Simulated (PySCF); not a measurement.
**Vertical excitation energies**

C3H12OSi2.
SMILES: `C[C@H](CO)[SiH2][SiH3]`

Computed with TDDFT CAM-B3LYP/def2-SVPD, vertical, gas phase, core orbitals frozen in the response (PySCF 2.14.0, density-fitted response routines). Geometry: GFN2-xTB, one conformer, isolated molecule. GFN2-xTB frequencies show an imaginary mode (20i cm⁻¹), so this geometry is no minimum at that level. Torsions of this conformer, `[CH3:1][C@H:2]([CH2:3][OH:4])[SiH2:5][SiH3:6]`: C1–C2–C3–O4 -172°, C1–C2–Si5–Si6 -175°, H–O4–C3–C2 179°.

Task: What does the calculation give for the low-lying excited states?

Result: 

```csv
state,E (eV),E (kJ/mol),λ (nm),f,"main configurations (H = HOMO, L = LUMO)"
S1,6.97,672,178.0,0.0011,"H→L (37%), H-2→L (33%)"
S2,7.01,677,176.8,0.019,"H→L+1 (53%), H→L+2 (19%), H→L (8%)"
S3,7.51,724,165.2,0.021,"H→L+2 (41%), H→L+3 (10%), H→L+5 (9%)"
S4,7.62,735,162.8,0.0082,"H-1→L+1 (25%), H→L+3 (24%), H→L (18%)"
S5,7.69,742,161.2,0.017,"H→L (23%), H→L+1 (16%), H-1→L+1 (15%)"
S6,7.98,770,155.3,0.203,"H→L+3 (28%), H-1→L+2 (22%), H-1→L+1 (13%)"
S7,8.11,783,152.8,0.124,H→L+4 (54%)
S8,8.18,789,151.6,0.059,"H-1→L (34%), H→L+5 (15%), H-2→L (10%)"
```

Triplets (Tamm–Dancoff): T1 6.26 eV, H→L+1 (52%), H→L+2 (15%), H-1→L+1 (10%); T2 6.66 eV, H→L (31%), H-2→L (26%), H→L+2 (10%); T3 6.81 eV, H-2→L (20%), H→L+2 (17%), H→L+5 (14%).

The lowest singlet lies at 6.97 eV (178 nm, vacuum ultraviolet) and is very weak; its leading configuration is HOMO→LUMO (37%). The most intense listed level is S6 at 7.98 eV (155 nm, f = 0.203), 1.02 eV above S1. Löwdin shares by element: HOMO silicon 44%, carbon 16% or more, oxygen 7% (atoms not listed hold the other 33%); LUMO oxygen 32%, hydrogen 18% or more, carbon 12% or more, silicon 8% or more (atoms not listed hold the other 31%). The listed states span 1.21 eV, and the widest gap between neighbours is 0.49 eV (S2 to S3). The oscillator strengths of these states sum to 0.452; summed over the whole spectrum of an exact calculation they would give the number of electrons, 66 (Thomas–Reiche–Kuhn). Orbital energies (eV): HOMO-3 -10.32, HOMO-2 -9.96, HOMO-1 -9.79, HOMO -9.02, LUMO 0.95, LUMO+1 1.16, LUMO+2 1.45. Only the lowest 8 singlets were computed, as vertical energies without vibronic structure.
